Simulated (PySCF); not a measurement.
TaF at ROHF

Level: ROHF. basis Ta def2-TZVPP with ECP60, F def2-TZVPP; scalar-relativistic core potentials; PySCF 2.14.

```json
{
  "state": "³Σ⁻ (triplet), unpaired electrons δ ↑↑",
  "bond length": "182.2 pm",
  "harmonic wavenumber": "729 cm⁻¹",
  "force constant": "5.38 mdyn/Å",
  "rotational constant Be": "0.2955 cm⁻¹",
  "anharmonicity ωexe": "2.77 cm⁻¹",
  "vibration–rotation constant αe": "0.00157 cm⁻¹",
  "bond order (Mayer)": "1.01",
  "dipole moment (positive dipole means Ta(−)F(+))": "-1.69 D"
}
```

Spin–orbit coupling is left out, which matters for elements this heavy, above all for dissociation energies. UHF is strongly spin-contaminated for TaF, so the ROHF reference used there is far from stable. Hartree–Fock leaves out correlation, which carries a large part of most bond energies and some tenths to 1 eV of ionisation energies. The state is the lowest single determinant that the PBE0 search found; with open d or f shells the true ground state can be another one.
